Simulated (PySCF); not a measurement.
Start geometry of `Cl[Si](Cl)(Cl)Br` from GFN2-xTB (Å):
```
atom  x, y, z in Å
Cl1   -0.547   -1.474   -1.306
Si2   -0.064    0.008   -0.027
Cl3   -0.080    1.800   -0.950
Cl4   -1.256    0.027    1.562
Br5    1.981   -0.395    0.683
```

Task: What comes out of this run: PBE0-D3(BJ)/def2-TZVP geometry optimisation, gas phase (PySCF 2.14.0)?

Result: 
```
atom  x, y, z in Å
Cl1   -1.2317   -1.5996   -1.3177
Si2   -0.6565   -0.1010   -0.0862
Cl3   -0.8105    1.6646   -1.0619
Cl4   -1.8610   -0.0733    1.5391
Br5    1.4152   -0.4176    0.5416
```

The energy falls by 0.78 kcal/mol over 5 energy and gradient evaluations, the largest force component goes from 0.0183 to 1.8e-04 Eh/bohr, and the atoms move by 0.035 Å rms after alignment. The bond that changes most is Si2–Cl4 (chlorine-bound silicon to silicon-bound chlorine), which lengthens by 0.037 Å. Bonds longer at the end by more than 0.005 Å: 3 of 4; shorter: 1. Among the angles that change most is Cl1–Si2–Br5, from 107.0° to 109.7°. Rotational constants go from 1319, 912.3, 904.6 to 1327, 889.6, 889.2 MHz. The orientation of the end geometry is arbitrary; only internal coordinates are fixed.

The run used 196 basis functions and 33 SCF cycles in all.

No frequency check.
